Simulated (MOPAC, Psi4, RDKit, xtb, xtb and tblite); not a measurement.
Two geometries of SMILES C=CCCO[SiH3], relaxed at GFN2-xTB with one dihedral held; other torsions can differ between them too.

Structure A

```
16

C      1.7707    -1.0988     0.6707
C      1.2464     0.1119     0.6368
C      0.8682     0.8418    -0.6123
C     -0.5051     1.5084    -0.5043
O     -1.5719     0.6182    -0.5972
Si    -1.9819    -0.7063     0.2353
H      1.9452    -1.6659    -0.2290
H      2.0470    -1.5756     1.5953
H      1.0884     0.6633     1.5554
H      0.8693     0.1622    -1.4656
H      1.6048     1.6300    -0.7980
H     -0.6310     2.2246    -1.3251
H     -0.5711     2.0573     0.4449
H     -1.9046    -0.4886     1.6832
H     -1.1440    -1.8593    -0.1001
H     -3.3476    -0.8537    -0.2462
```

Structure B

```
16

C     -2.2642     3.5224    -0.1161
C     -1.8959     2.3508     0.3656
C     -1.2852     1.2245    -0.4139
C     -0.7580     1.6007    -1.7963
O     -1.7450     1.9522    -2.7170
Si    -3.1224     1.2212    -3.1449
H     -2.1387     3.7833    -1.1519
H     -2.7079     4.2740     0.5151
H     -2.0541     2.1234     1.4133
H     -0.4521     0.8105     0.1621
H     -2.0293     0.4294    -0.5272
H     -0.0815     2.4591    -1.7127
H     -0.1887     0.7513    -2.1981
H     -2.8924    -0.1735    -3.5417
H     -4.1140     1.2198    -2.0641
H     -3.4992     2.0804    -4.2553
```

### Question
Which is lower in energy at the level wB97X-D/def2-TZVP // GFN2-xTB run with Psi4 1.11, and by how much?

### Answer
A is lower, by 0.57 kcal/mol (dihedral C1–C2–C3–C4: 135° in A, 15° in B).

E(B) − E(A) in kcal/mol at the other levels, on the same two geometries: GFN2-xTB (xtb and tblite) 0.84; MMFF94 // GFN2-xTB (RDKit) 0.23; PBE0/def2-TZVP // GFN2-xTB (Psi4) 0.56; PBE0-D3(BJ)/def2-TZVP // GFN2-xTB (Psi4) 0.54; PBE/def2-TZVP // GFN2-xTB (Psi4) 0.63; PBE-D3(BJ)/def2-TZVP // GFN2-xTB (Psi4) 0.59; UFF // GFN2-xTB (RDKit) 0.93; PM7, restricted, heats of formation // GFN2-xTB (MOPAC) 2.71; PM6, restricted, heats of formation // GFN2-xTB (MOPAC) 1.77; GFN1-xTB // GFN2-xTB (xtb) 1.73.
